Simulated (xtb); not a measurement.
AlF₄ (SMILES [F][Al-]([F])([F])[F]), charge -1, singlet, geometry from GFN2-xTB (such geometries of metal compounds can be far from the true shape); GFN0-xTB run with xtb.

Here is a job for xtb.
```
$ xtb mol.xyz --gfn 0 --chrg -1 --opt --json

# file mol.xyz
5

Al    -0.00000000     0.00000000    -0.00000000
F      1.58679882    -0.29963334    -0.47610446
F      0.00001338     0.79617763     1.48340395
F     -0.75975736     0.96255905    -1.15353150
F     -0.82705485    -1.45910335     0.14623202
```

It wrote (shortened):

```
   ID    Z sym.   atoms
    1   13 Al     1
    2    9 F      2-5

           -------------------------------------------------
          |                Calculation Setup                |
           -------------------------------------------------

           -------------------------------------------------
          |                 G F N 0 - x T B                 |
           -------------------------------------------------

          ...................................................
          :                      SETUP                      :
          :.................................................:
          :  # basis functions                  26          :
          :  # atomic orbitals                  25          :
          :  # shells                           11          :
          :  # electrons                        32          :
          :  electronic temp.          300.0000000     K    :
          :  accuracy                    1.0000000          :
          :  -> integral cutoff          0.2500000E+02      :
          :  -> integral neglect         0.1000000E-07      :
          ...................................................

         :::::::::::::::::::::::::::::::::::::::::::::::::::::
         ::                     SUMMARY                     ::
         :::::::::::::::::::::::::::::::::::::::::::::::::::::
         :: total energy             -18.486026548658 Eh    ::
         :: gradient norm              0.000144346311 Eh/a0 ::
         :: HOMO-LUMO gap              9.512491136754 eV    ::
         ::.................................................::
         :: H0 energy                -17.238285519754 Eh    ::
         :: repulsion energy           0.052906419615 Eh    ::
         :: electrostat energy        -1.299692294507 Eh    ::
         :: -> Gsolv                   0.000000000000 Eh    ::
         ::    -> Gsasa                0.000000000000 Eh    ::
         ::    -> Gshift               0.000000000000 Eh    ::
         :: dispersion energy         -0.000955154012 Eh    ::
         :: short-range corr.          0.000000000000 Eh    ::
         :: add. restraining           0.000000000000 Eh    ::
         :: total charge              -1.000000000000 e     ::
         :::::::::::::::::::::::::::::::::::::::::::::::::::::

      -----------------------------------------------------------
     |                   =====================                   |
[...]
 * total energy  :   -18.4860265 Eh     change        0.0000000E+00 Eh
   *** GEOMETRY OPTIMIZATION CONVERGED AFTER 1 ITERATIONS ***
         :: total energy             -18.486026548658 Eh    ::
[...]
        18                         -0.0901928              -2.4543
        19                         -0.0901928              -2.4543
        20                         -0.0541857              -1.4745
        21                         -0.0541857              -1.4745
        22                          0.0503962               1.3713
        23                          0.8744426              23.7948
        24                          0.8744426              23.7948
        25                          0.8744427              23.7948
      -------------------------------------------------------------
                  HL-Gap            0.3495776 Eh            9.5125 eV
             Fermi-level            0.0000000 Eh            0.0000 eV

     #   Z          covCN         q      C6AA      α(0)
     1  13 Al       2.687     0.371   137.673    22.876
     2   9 F        0.672    -0.343    12.884     4.137
     3   9 F        0.672    -0.343    12.884     4.137
     4   9 F        0.672    -0.343    12.884     4.137
     5   9 F        0.672    -0.343    12.884     4.137

 Mol. C6AA /au·bohr⁶  :        637.834357
 Mol. C8AA /au·bohr⁸  :      28628.743679
 Mol. α(0) /au        :         39.422585

Wiberg/Mayer (AO) data.
largest (>0.10) Wiberg bond orders for each atom

 ---------------------------------------------------------------------------
     #   Z sym  total        # sym  WBO       # sym  WBO       # sym  WBO
 ---------------------------------------------------------------------------
     1  13 Al   3.263 --     2 F    0.816     4 F    0.816     3 F    0.816
                             5 F    0.816
     2   9 F    0.839 --     1 Al   0.816
     3   9 F    0.839 --     1 Al   0.816
     4   9 F    0.839 --     1 Al   0.816
     5   9 F    0.839 --     1 Al   0.816
 ---------------------------------------------------------------------------

Topologies differ in total number of bonds
Writing topology from bond orders to xtbtopo.mol

 dipole moment from electron density (au)
     X       Y       Z
   0.0000   0.0000  -0.0000  total (Debye):    0.000

optimized geometry written to: xtbopt.xyz

           -------------------------------------------------
          | TOTAL ENERGY              -18.486026548658 Eh   |
          | GRADIENT NORM               0.000144346311 Eh/α |
          | HOMO-LUMO GAP               9.512491136754 eV   |
           -------------------------------------------------

normal termination of xtb
```
